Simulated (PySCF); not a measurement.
Job file and geometry (Å, from GFN2-xTB) of an NMR shielding run on `InChI=1S/CH7B2F3Si2/c2-8(3)1(4,5)7-6/h8H,2-3,7H2`, PySCF 2.14.0, density-fitted response routines, GIAO PBE0/pcSseg-1 NMR shielding, non-relativistic, gas phase; density fitting, a coarse starting grid and PySCF grid level 2 are the driver's defaults:

```
$ OMP_NUM_THREADS=1 python probes_run.py task.json out

{"job": {"kind": "nmr", "xc": "PBE0", "basis": "pcSseg-1"}, "charge": 0, "multiplicity": 1}
B      2.571557    -0.539236     0.092492
Si     0.905588     0.313923    -0.498717
B      0.641168     2.120180     0.199718
C     -0.522266    -0.849400     0.222759
F     -0.386765    -0.826931     1.601275
F     -0.225912    -2.161203    -0.119400
Si    -2.366225    -0.505466    -0.225321
F     -3.317515    -1.460510     0.643083
H      2.748673    -0.780930     1.222578
H      3.427468    -0.810740    -0.655539
H      0.600978     0.172624    -1.948801
H      1.086552     3.044588    -0.360792
H      0.116301     2.320998     1.224099
H     -2.692512     0.847516     0.188596
H     -2.591503    -0.877426    -1.607942
```

Task: What does the program print?

Result: 
```
coarse grid: 14104 points
cycle   1  E = -969.5956522280  dE =  4.863e-01  |g| = 8.209e-01  |ddm| = 3.422e+00
cycle   2  E = -969.4198590611  dE =  1.758e-01  |g| = 1.359e+00  |ddm| = 1.392e+00
cycle   3  E = -969.7089043142  dE = -2.890e-01  |g| = 4.831e-02  |ddm| = 8.968e-01
cycle   4  E = -969.7093202054  dE = -4.159e-04  |g| = 2.591e-02  |ddm| = 7.483e-02
cycle   5  E = -969.7094614358  dE = -1.412e-04  |g| = 7.413e-03  |ddm| = 3.112e-02
cycle   6  E = -969.7094716998  dE = -1.026e-05  |g| = 1.194e-03  |ddm| = 7.768e-03
cycle   7  E = -969.7094720286  dE = -3.288e-07  |g| = 4.044e-04  |ddm| = 1.652e-03
final grid: 129896 points
cycle   8  E = -969.7721056812  dE = -5.056e-05  |g| = 6.544e-03  |ddm| = 2.135e-02
cycle   9  E = -969.7721001721  dE =  5.509e-06  |g| = 9.147e-03  |ddm| = 1.056e-02
cycle  10  E = -969.7721151861  dE = -1.501e-05  |g| = 9.309e-04  |ddm| = 5.555e-03
cycle  11  E = -969.7721153935  dE = -2.075e-07  |g| = 2.176e-04  |ddm| = 1.002e-03
cycle  12  E = -969.7721154031  dE = -9.603e-09  |g| = 9.165e-05  |ddm| = 2.637e-04
cycle  13  E = -969.7721154044  dE = -1.245e-09  |g| = 2.446e-05  |ddm| = 7.640e-05
cycle  14  E = -969.7721154045  dE = -1.096e-10  |g| = 3.665e-06  |ddm| = 2.747e-05
converged SCF energy = -969.7721154045

GIAO shielding tensors (ppm)
atom      isotropic    diamagn.    paramagn.     s11        s22        s33       span
  0 B      -16.203     195.532    -211.735   -135.567    -65.799    152.756    288.323
  1 Si     401.250     882.260    -481.010    357.449    410.893    435.407     77.959
  2 B      -17.268     197.361    -214.629   -141.166    -60.020    149.382    290.547
  3 C       37.466     251.062    -213.595     22.109     41.990     48.300     26.190
  4 F      304.955     476.235    -171.280    164.227    284.933    465.705    301.478
  5 F      306.089     475.782    -169.693    164.213    302.108    451.947    287.733
  6 Si     360.299     876.657    -516.359    327.777    346.395    406.724     78.947
  7 F      399.750     464.271     -64.521    373.446    386.784    439.021     65.576
  8 H       20.833      29.362      -8.529      7.050     26.656     28.794     21.744
  9 H       20.847      29.127      -8.280      8.131     26.350     28.061     19.931
 10 H       27.162      29.755      -2.593     23.474     26.502     31.511      8.037
 11 H       21.207      29.642      -8.435      8.532     26.844     28.246     19.714
 12 H       20.772      30.319      -9.547      6.587     27.376     28.354     21.768
 13 H       26.811      29.301      -2.490     23.829     25.815     30.788      6.959
 14 H       26.706      28.700      -1.994     23.138     25.771     31.208      8.070
```

Size and cost of the density-fitted run: 185 basis functions, 34 s wall time on 1 thread of an Arm Neoverse V1, shared host; peak memory 0.83 GiB.
